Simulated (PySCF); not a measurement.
Dipole response of Sb⁺ (antimony, charge +1)

[Kr] 4d10 5s2 5p2, high-spin 3P determinant. Computed with PySCF 2.14 in aug-cc-pVQZ-PP with one added diffuse shell each of s, p, d, f, g type with ECP28MDF (8s8p6d4f3g, 117 functions), with scalar relativity through the core potential. Coupled (time-dependent) response in atomic units; α is the mean over directions.

```csv
method,mean α (bohr³),"α xx, yy, zz",C₆ (like pair),S(−4)
UHF,25.76,"24.28, 26.51, 26.51",211.8,169.7
PBE,25.41,"23.11, 26.56, 26.56",206.3,174.3
PBE0,25.15,"23.19, 26.14, 26.14",204.4,165.8
```

S(−4) is the Cauchy moment in α(ω) = α(0) + S(−4) ω² + …

Spin-orbit coupling is absent.

α(iu) at PBE0:

```csv
u (hartree),α(iu) (bohr³)
0,25.15
0.0500,24.75
0.100,23.62
0.200,20.07
0.300,16.25
0.500,10.49
0.750,6.586
1.00,4.572
1.50,2.683
2.00,1.823
3.00,1.027
5.00,0.4591
```

A single London oscillator, α(iu) = α/(1 + u²/ω²), gives C₆ = (3/4) ω α². Matching the computed C₆ needs ω = 4 × 204.4 / (3 × 25.15²) = 0.431 hartree.

For an ion, C₆ is the dispersion term alone; charge-induced terms of lower order in 1/R come first.

The components differ because the open shell of this determinant is not spherical; for a pure term their mean is the scalar polarisability.

Energies and moments cover only the electrons outside the core potential.
